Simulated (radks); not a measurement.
Results of a calculation; reference values are marked as such.
Valence configurations of the tantalum ion Ta+ (all share [Xe]). Code: a radial shooting solver on a logarithmic mesh with Libxc functionals. Model: Dirac Kohn-Sham, LDA (Slater exchange, Perdew-Wang correlation), spin-unpolarised, spherical densities, finite nucleus; open shells fill j = l - 1/2 first; Fermi nuclear charge, rms radius 5.3507 fm. Energies are relative to 4f14 5d3 6s1; eigenvalues in eV.

[
 {"valence": "4f14 5d3 6s1", "E (eV)": "0.000", "e(4f5/2)": "-32.845", "e(4f7/2)": "-30.859", "e(5d3/2)": "-10.933", "e(6p1/2)": "-", "e(6s1/2)": "-11.796"},
 {"valence": "4f14 5d4", "E (eV)": "1.206", "e(4f5/2)": "-30.490", "e(4f7/2)": "-28.506", "e(5d3/2)": "-9.430", "e(6p1/2)": "-", "e(6s1/2)": "-"},
 {"valence": "4f12 5d4 6p2", "E (eV)": "66.408", "e(4f5/2)": "-55.790", "e(4f7/2)": "-53.628", "e(5d3/2)": "-17.561", "e(6p1/2)": "-9.419", "e(6s1/2)": "-"},
 {"valence": "4f13.5 5d3 6s1 6p0.5", "E (eV)": "13.127", "e(4f5/2)": "-38.994", "e(4f7/2)": "-36.965", "e(5d3/2)": "-12.971", "e(6p1/2)": "-7.993", "e(6s1/2)": "-12.809"},
 {"valence": "4f14 5d3.5 6s0.5", "E (eV)": "0.520", "e(4f5/2)": "-31.625", "e(4f7/2)": "-29.640", "e(5d3/2)": "-10.154", "e(6p1/2)": "-", "e(6s1/2)": "-11.366"},
 {"valence": "4f14 5d2 6s1 6p1", "E (eV)": "4.392", "e(4f5/2)": "-36.737", "e(4f7/2)": "-34.750", "e(5d3/2)": "-13.633", "e(6p1/2)": "-8.472", "e(6s1/2)": "-13.388"},
 {"valence": "4f11 5d4 6s1 6p2", "E (eV)": "111.00", "e(4f5/2)": "-68.937", "e(4f7/2)": "-66.683", "e(5d3/2)": "-21.295", "e(6p1/2)": "-10.237", "e(6s1/2)": "-16.140"},
 {"valence": "4f14 5d2 6s2", "E (eV)": "-0.470", "e(4f5/2)": "-35.534", "e(4f7/2)": "-33.547", "e(5d3/2)": "-12.647", "e(6p1/2)": "-", "e(6s1/2)": "-12.700"},
 {"valence": "4f13 5d3 6s2", "E (eV)": "23.962", "e(4f5/2)": "-44.250", "e(4f7/2)": "-42.177", "e(5d3/2)": "-14.121", "e(6p1/2)": "-", "e(6s1/2)": "-13.119"},
 {"valence": "4f14 5d3 6s0.5 6p0.5", "E (eV)": "2.276", "e(4f5/2)": "-33.445", "e(4f7/2)": "-31.459", "e(5d3/2)": "-11.431", "e(6p1/2)": "-7.586", "e(6s1/2)": "-12.160"}
]

NIST lists [Xe] 4f14 5d3 6s1 as the ground configuration; this level of theory puts 4f14 5d2 6s2 lower, by 0.470 eV. The energies are those of spherical spin-averaged densities, not of single terms.
